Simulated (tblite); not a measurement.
Compound: C7H9PS.
Atom-mapped SMILES: `[CH3:1][C:2]([CH3:3])=[P:4][c:5]1[cH:6][cH:7][s:8][cH:9]1` (hydrogens: H10, H11, H12 on C1; H13, H14, H15 on C3; H16 on C6; H17 on C7; H18 on C9)

Computed with GFN2-xTB (tblite), gas phase: L-BFGS steps from a force-field or distance-geometry start until the largest atomic force falls under 0.01 eV/Å.

Step 67: E = -688.0641 eV
```
atom  x, y, z in Å  |  force x, y, z in eV/Å
C1     -1.1388    1.0500    0.3720    0.006   0.008   0.017
C2     -1.4457   -0.2459   -0.3069    0.000   0.006   0.022
C3     -2.9010   -0.4533   -0.6002   -0.014  -0.014   0.017
P4     -0.3729   -1.4706   -0.7466   -0.009   0.003  -0.008
C5      1.2584   -0.7827   -0.2982   -0.020  -0.031   0.011
C6      1.8077    0.4248   -0.8143   -0.034  -0.016   0.011
C7      3.0646    0.6576   -0.3728    0.010  -0.004  -0.013
S8      3.6347   -0.5922    0.6621   -0.018  -0.047   0.032
C9      2.1497   -1.4432    0.4937    0.011   0.010   0.012
H10    -0.1299    1.0803    0.7771   -0.007  -0.007  -0.029
H11    -1.8469    1.2130    1.1867    0.024   0.001  -0.020
H12    -1.2571    1.8790   -0.3299    0.017  -0.015   0.022
H13    -3.4864   -0.3959    0.3196    0.011  -0.008  -0.017
H14    -3.2668    0.3311   -1.2664    0.012  -0.031   0.008
H15    -3.0821   -1.4207   -1.0651    0.027   0.023  -0.016
H16     1.2764    1.0682   -1.4908   -0.023   0.051  -0.014
H17     3.7045    1.4882   -0.5893    0.032   0.037  -0.026
H18     2.0230   -2.3813    0.9987   -0.027   0.033  -0.008
```

Step 68: E = -688.0646 eV
```
atom  x, y, z in Å  |  force x, y, z in eV/Å
C1     -1.1369    1.0440    0.3800    0.006   0.003   0.018
C2     -1.4455   -0.2473   -0.3058    0.000   0.004   0.007
C3     -2.9000   -0.4489   -0.6048   -0.012  -0.017   0.009
P4     -0.3739   -1.4716   -0.7493    0.000   0.002  -0.004
C5      1.2575   -0.7841   -0.2984   -0.020  -0.009   0.012
C6      1.8060    0.4215   -0.8205   -0.013  -0.019  -0.005
C7      3.0627    0.6573   -0.3800    0.011   0.002   0.005
S8      3.6312   -0.5828    0.6675   -0.023  -0.054   0.024
C9      2.1476   -1.4371    0.5011   -0.006   0.010   0.003
H10    -0.1247    1.0707    0.7757   -0.001   0.013  -0.021
H11    -1.8384    1.1968    1.2023    0.025   0.008  -0.017
H12    -1.2644    1.8785   -0.3139    0.023  -0.020   0.028
H13    -3.4896   -0.3907    0.3121    0.008  -0.008  -0.016
H14    -3.2599    0.3367   -1.2729    0.011  -0.025   0.011
H15    -3.0806   -1.4145   -1.0725    0.015   0.007  -0.017
H16     1.2785    1.0618   -1.5036   -0.033   0.036  -0.006
H17     3.7026    1.4873   -0.6000    0.028   0.035  -0.028
H18     2.0190   -2.3715    1.0122   -0.020   0.030  -0.004
```

Step 69: E = -688.0650 eV
```
atom  x, y, z in Å  |  force x, y, z in eV/Å
C1     -1.1364    1.0409    0.3831    0.020  -0.018   0.013
C2     -1.4463   -0.2481   -0.3046    0.006  -0.010  -0.007
C3     -2.9002   -0.4468   -0.6069   -0.008  -0.024  -0.002
P4     -0.3747   -1.4724   -0.7479    0.004  -0.001  -0.004
C5      1.2564   -0.7841   -0.2961   -0.026   0.024  -0.005
C6      1.8048    0.4203   -0.8219    0.009  -0.006  -0.018
C7      3.0628    0.6565   -0.3844    0.011   0.013   0.012
S8      3.6305   -0.5796    0.6686   -0.013  -0.044   0.017
C9      2.1470   -1.4332    0.5052   -0.015  -0.002   0.006
H10    -0.1231    1.0651    0.7744    0.017   0.023  -0.006
H11    -1.8346    1.1897    1.2071    0.002   0.020   0.017
H12    -1.2662    1.8765   -0.3073    0.019   0.008   0.006
H13    -3.4918   -0.3925    0.3086    0.005  -0.009  -0.011
H14    -3.2578    0.3413   -1.2726    0.007  -0.013   0.009
H15    -3.0794   -1.4096   -1.0805    0.007  -0.005  -0.014
H16     1.2800    1.0613   -1.5068   -0.041   0.019   0.000
H17     3.7032    1.4861   -0.6080    0.012   0.014  -0.021
H18     2.0168   -2.3652    1.0190   -0.015   0.010   0.009
```

Step 70: E = -688.0652 eV
```
atom  x, y, z in Å  |  force x, y, z in eV/Å
C1     -1.1341    1.0348    0.3917   -0.003   0.001   0.004
C2     -1.4454   -0.2494   -0.3046   -0.005  -0.002  -0.002
C3     -2.8990   -0.4432   -0.6120    0.011  -0.009  -0.005
P4     -0.3753   -1.4738   -0.7512    0.012   0.003  -0.001
C5      1.2548   -0.7850   -0.2966    0.006   0.032  -0.002
C6      1.8038    0.4167   -0.8298    0.029   0.006  -0.018
C7      3.0611    0.6569   -0.3902    0.000   0.002   0.017
S8      3.6264   -0.5723    0.6753   -0.024   0.003  -0.022
C9      2.1442   -1.4272    0.5125   -0.048   0.006  -0.015
H10    -0.1173    1.0574    0.7738    0.013   0.034  -0.002
H11    -1.8263    1.1739    1.2239    0.025   0.015  -0.008
H12    -1.2735    1.8771   -0.2905    0.027  -0.022   0.031
H13    -3.4940   -0.3862    0.3005   -0.003  -0.009   0.001
H14    -3.2499    0.3461   -1.2795    0.001  -0.009   0.007
H15    -3.0789   -1.4046   -1.0866    0.000  -0.023  -0.021
H16     1.2803    1.0541   -1.5212   -0.019  -0.016   0.033
H17     3.7012    1.4865   -0.6185   -0.002  -0.013  -0.011
H18     2.0130   -2.3555    1.0322   -0.018   0.003   0.013
```

Task: Estimate the geometry and energy of step 71. (The exact step hangs on the optimiser's Hessian estimate; all steps are aligned on step 70, rigid shifts and turns removed.)

Result: E = -688.0654 eV, largest force 0.037 eV/Å
```
atom  x, y, z in Å  |  force x, y, z in eV/Å
C1     -1.1346    1.0361    0.3891    0.007  -0.008   0.001
C2     -1.4460   -0.2493   -0.3045    0.001  -0.009  -0.001
C3     -2.8996   -0.4447   -0.6105    0.011  -0.011  -0.006
P4     -0.3752   -1.4738   -0.7490    0.009   0.002  -0.005
C5      1.2545   -0.7838   -0.2954    0.000   0.033  -0.011
C6      1.8043    0.4179   -0.8273    0.024   0.015  -0.015
C7      3.0622    0.6566   -0.3887   -0.002   0.005   0.008
S8      3.6277   -0.5756    0.6729   -0.013   0.007  -0.017
C9      2.1445   -1.4283    0.5107   -0.037   0.000  -0.006
H10    -0.1190    1.0597    0.7735    0.021   0.025   0.004
H11    -1.8286    1.1790    1.2181    0.008   0.017   0.015
H12    -1.2702    1.8760   -0.2954    0.019   0.002   0.009
H13    -3.4936   -0.3901    0.3027   -0.004  -0.012   0.003
H14    -3.2524    0.3455   -1.2757   -0.001  -0.004   0.001
H15    -3.0787   -1.4053   -1.0872    0.000  -0.021  -0.017
H16     1.2796    1.0576   -1.5155   -0.018  -0.013   0.026
H17     3.7027    1.4860   -0.6174   -0.005  -0.019  -0.007
H18     2.0136   -2.3572    1.0289   -0.020  -0.006   0.017
```

The energy changes by -0.0002 eV. The first-order estimate −F·Δx gives -0.0003 eV and the mean of the old and new forces, exact on a quadratic surface, -0.0002 eV. The step makes an angle of 81° with the force vector and moves no atom by more than 0.008 Å.
